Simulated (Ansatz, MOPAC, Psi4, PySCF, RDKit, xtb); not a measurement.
Dimer: CH2O (SMILES C=O) (first 4 atoms) with CH6Si (SMILES C[SiH3]); geometry from B3LYP-D3(BJ)/def2-TZVP, rigid monomers moved along the line of their centres of mass till O2···Si6 is 5.87 Å.
(charge 0, multiplicity 1):
```xyz
12

C      0.172     0.234    -0.280
O     -0.816    -0.035     0.346
H      1.151     0.388     0.211
H      0.153     0.341    -1.381
C     -1.320    -0.750     6.357
Si     0.470    -0.283     6.069
H     -1.394    -1.732     6.829
H     -1.855    -0.780     5.408
H     -1.811    -0.025     7.009
H      1.208    -0.237     7.358
H      0.591     1.055     5.440
H      1.158    -1.266     5.198
```

| level | interaction energy (kcal/mol) | cost |
|---|---|---|
| MMFF94 | -0.32 | - |
| UFF | -0.12 | - |
| GFN-FF | -0.12 | - |
| AM1 | -0.06 | - |
| PM3 | 0.02 | - |
| PM6 | -0.02 | - |
| PM7 | -0.02 | - |
| GFN1-xTB | -0.20 | - |
| GFN2-xTB | -0.23 | - |
| HF/STO-3G (no counterpoise) | -0.07 | - |
| HF/3-21G (no counterpoise) | -0.21 | - |
| HF/6-31G* | -0.20 | - |
| HF/6-31G* (no counterpoise) | -0.21 | - |
| HF/aug-cc-pV(D+d)Z | -0.21 | - |
| PBE/def2-TZVPPD | -0.18 | ×1 |
| PBE-D3(BJ)/def2-TZVPPD | -0.26 | ×1 |
| PBE-D4/def2-TZVPPD | -0.17 | ×1 |
| BP86/6-31G* (no counterpoise) | -0.14 | - |
| r2SCAN/def2-TZVPPD | -0.18 | ×1 |
| r2SCAN-D3(BJ)/def2-TZVPPD | -0.25 | ×1 |
| r2SCAN-D4/def2-TZVPPD | -0.23 | ×1 |
| B3LYP/3-21G (no counterpoise) | -0.14 | - |
| B3LYP/6-31G* | -0.14 | - |
| B3LYP/6-31G* (no counterpoise) | -0.15 | - |
| B3LYP/6-311+G** (no counterpoise) | -0.17 | - |
| B3LYP/def2-TZVPPD | -0.15 | ×1 |
| B3LYP-D4/def2-TZVPPD | -0.11 | ×1 |
| PBE0/def2-TZVPPD | -0.18 | ×1 |
| PBE0-D3(BJ)/def2-TZVPPD | -0.27 | ×1 |
| PBE0-D4/def2-TZVPPD | -0.19 | ×1 |
| M06-2X/6-31G* (no counterpoise) | -0.16 | - |
| wB97X-V/def2-TZVPPD | -0.25 | ×3 |
| wB97M-V/def2-TZVPPD | -0.26 | ×3 |
| MP2/6-31G* | -0.19 | - |
| MP2/6-31G* (no counterpoise) | -0.21 | - |
| MP2/aug-cc-pV(D+d)Z | -0.25 | - |
| SCS-MP2/aug-cc-pV(D+d)Z | -0.23 | - |
| CCSD/aug-cc-pV(D+d)Z | -0.24 | - |
| CCSD(T)/aug-cc-pV(D+d)Z | -0.25 | ×10 |
| SAPT0/jun-cc-pV(D+d)Z | -0.27 | - |

The rows run from -0.32 (MMFF94) to 0.02 kcal/mol (PM3). In aug-cc-pV(D+d)Z the value moves HF -0.21, MP2 -0.25, CCSD -0.24, CCSD(T) -0.25, a shift of -0.04 from HF to CCSD(T). The dispersion term adds -0.08 in PBE-D3(BJ), 0.01 in PBE-D4, -0.08 in r2SCAN-D3(BJ). The 6 functionals in def2-TZVPPD without D3 or D4 span 0.11, from wB97M-V to B3LYP.

Interaction energies are E(AB) − E(A) − E(B) at the monomers' geometry in the complex; basis-set methods are counterpoise corrected. Rows marked so take none. RDKit's UFF carries no charges.

Cores are frozen in the correlated methods. Rows in 3-21G, 6-311+G**, 6-31G*, STO-3G carry no dispersion term and start afresh at each structure (6-31G* with six Cartesian d functions). MP2/6-31G* freezes PySCF's default core. The state reached by AM1, PM3, PM6, PM7 isn't checked; PM7 holds dispersion and hydrogen-bond terms.

Run with Ansatz (Gaussian orbitals); MOPAC for AM1, PM3, PM6, PM7 (differences of heats of formation); Psi4 for SAPT; PySCF for 3-21G rows, 6-311+G** rows, 6-31G* rows, STO-3G rows, the dispersion terms; RDKit for the force fields; xtb for the GFN methods. Values without a source in brackets are computed.

Costs are rough ratios of core time to PBE/def2-TZVPPD (about 8 s over the structures, on one shared machine); a dash marks a level with no comparable run of its own.

Ansatz is a program for electronic structure.
